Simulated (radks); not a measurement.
The numbers below are computed, except where a source is named.
Spherical quantum dot in the effective-mass picture: electrons in a well V = -V0 / (1 + exp((r - R)/a)) with V0 = 57.4, R = 1.39, a = 0.093, all in effective atomic units (hartree* = m*/eps^2 hartree, bohr* = eps/m* bohr), one dielectric constant everywhere. Level of theory: non-relativistic Kohn-Sham, exchange-only LDA, spin-polarised, spherical densities (a radial shooting solver with Libxc functionals). Levels are named by radial order and angular momentum (1s, 1p, 1d, 2s, ...), and open shells are averaged over m. Each electron was tried in the lowest free levels, single moves between levels near the top were tried too, and the lowest total energy was kept; such a search can miss a lower state. At N = 1 the Hartree and exchange-correlation terms need not cancel, so that row can carry a self-interaction error.

N	open shells	2S	E (hartree*)	mu = E(N) - E(N-1) (hartree*)	addition energy mu(N+1) - mu(N) (hartree*)	e(HOMO) (hartree*)	rms radius (bohr*)
1	1s(up 1, down 0)	1	-54.4518	-54.452	1.315	-53.978	0.7163
2	none	0	-107.588	-53.137	3.643	-52.681	0.7305
3	1p(up 1, down 0)	1	-157.083	-49.494	0.9426	-49.031	0.7767
4	1p(up 2, down 0)	2	-205.634	-48.551	0.9731	-48.068	0.8012
5	1p(up 3, down 0)	3	-253.212	-47.578	1.326	-47.087	0.8175
6	1p(up 3, down 1)	2	-299.465	-46.252	0.9162	-45.802	0.8303
7	1p(up 3, down 2)	1	-344.801	-45.336	0.9473	-44.866	0.8405
8	none	0	-389.190	-44.389	4.129	-43.910	0.8491
9	1d(up 1, down 0)	1	-429.450	-40.260	0.9011	-39.811	0.8633
10	1d(up 2, down 0)	2	-468.809	-39.359	0.9076	-38.906	0.8751
11	1d(up 3, down 0)	3	-507.260	-38.451	0.9113	-37.996	0.8850
12	1d(up 4, down 0)	4	-544.800	-37.540	0.9133	-37.084	0.8937
13	1d(up 5, down 0)	5	-581.427	-36.627	1.216	-36.170	0.9013
14	1d(up 5, down 1)	4	-616.838	-35.411	0.8834	-34.971	0.9082
15	1d(up 5, down 2)	3	-651.365	-34.528	0.8902	-34.083	0.9145
16	1d(up 5, down 3)	2	-685.003	-33.637	0.8942	-33.191	0.9202
17	1d(up 5, down 4)	1	-717.746	-32.743	0.8966	-32.295	0.9255
18	none	0	-749.593	-31.847	3.593	-31.398	0.9304
19	2s(up 1, down 0)	1	-777.846	-28.254	1.280	-27.709	0.9287
20	none	0	-804.820	-26.974	1.525	-26.432	0.9270
21	1f(up 1, down 0)	1	-830.269	-25.449	0.8599	-25.019	0.9335
22	1f(up 2, down 0)	2	-854.858	-24.589	0.8611	-24.159	0.9396
23	1f(up 3, down 0)	3	-878.586	-23.728	0.8618	-23.297	0.9452
24	1f(up 4, down 0)	4	-901.452	-22.866	0.8621	-22.435	0.9505
25	1f(up 5, down 0)	5	-923.456	-22.004	0.8622	-21.573	0.9554
26	1f(up 6, down 0)	6	-944.597	-21.142	0.8621	-20.711	0.9600
27	1f(up 7, down 0)	7	-964.877	-20.280	1.123	-19.849	0.9644
28	1f(up 7, down 1)	6	-984.033	-19.156	0.8469	-18.733	0.9686
29	1f(up 7, down 2)	5	-1002.34	-18.309	0.8483	-17.885	0.9726
30	1f(up 7, down 3)	4	-1019.80	-17.461	0.8491	-17.037	0.9764
31	1f(up 7, down 4)	3	-1036.42	-16.612	-	-16.187	0.9800

All shells are closed at N = 2, 8, 18, 20 (there: 1s2 1p6 1d10 2s2); the second difference of the energy has clear peaks (12 % above both neighbours; the first and last values, which can be the largest, are not judged, and half-filled shells can peak too) at N = 2, 5, 8, 13, 18, 20, 27.
